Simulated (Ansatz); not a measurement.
Geometry optimisation, RKS PBE-D4/def2-SVP (Ansatz).

Input file:

```yaml
crystal:
  periodic: [false, false, false]
  atoms:
    - { symbol: I, position_ang: [-1.4794, -1.967, -0.0931] }
    - { symbol: C, position_ang: [-0.6267, 0.3795, -0.1062] }
    - { symbol: Cl, position_ang: [-0.9123, 1.1359, -1.6198] }
    - { symbol: F, position_ang: [-1.2686, 1.0069, 0.879] }
    - { symbol: C, position_ang: [0.8151, 0.0032, 0.2282] }
    - { symbol: F, position_ang: [1.7181, 0.5519, -0.6081] }
    - { symbol: H, position_ang: [1.069, 0.2525, 1.2587] }
    - { symbol: H, position_ang: [0.6849, -1.363, 0.0613] }
basis:
  gaussian: { orbitals: def2-SVP }
hamiltonian:
  xc: pbe
  dispersion: d4
relax:
  f_tol: 0.15
  max_steps: 25
  restrain:
    - { distance: [0, 7], at: 1.7, k: 30.0 }
    - { distance: [0, 1], at: 3.45, k: 30.0 }
    - { distance: [4, 7], at: 2.37, k: 30.0 }
```

Run as:

```bash
$ ansatz run input.yaml --threads 2 --pin off --max-ram 3072MiB --backend cpu --events-out ev --progress --plain --runs-dir out
```

Task: Where does it end, and by what steps?

Result: The forces met the threshold. The restraints hold the end off the free minimum. After 9 steps the energy has fallen by 0.583 eV (the restraints' own energy left out); H8 moved furthest, 0.79 Å. Joined: I1–H8 (2.25 → 1.68 Å).

| step | energy less start (eV) | largest force component (eV/Å) | accepted |
| --- | --- | --- | --- |
| 0 | 0.0000 | 4.045 | yes |
| 1 | 1.3090 | 2.445 | yes |
| 2 | 0.9061 | 3.928 | yes |
| 3 | -0.2117 | 1.452 | yes |
| 4 | -0.3677 | 1.655 | yes |
| 5 | -0.4672 | 1.598 | yes |
| 6 | -0.5635 | 0.591 | yes |
| 7 | -0.5704 | 0.550 | yes |
| 8 | -0.5784 | 0.555 | yes |
| 9 | -0.5834 | 0.488 | yes |

```xyz
8
Properties=species:S:1:pos:R:3
I -1.435 -2.532 -0.167
C -0.362 0.756 -0.045
Cl -0.921 1.020 -1.642
F -1.304 0.762 0.895
C 0.937 0.565 0.281
F 1.903 0.570 -0.642
H 1.262 0.416 1.324
H -0.079 -1.557 -0.005
```

The run took 14 s on 2 threads of Intel(R) Xeon(R) 6975P-C (Granite Rapids), with other jobs on the host, peak memory 0.18 GiB.
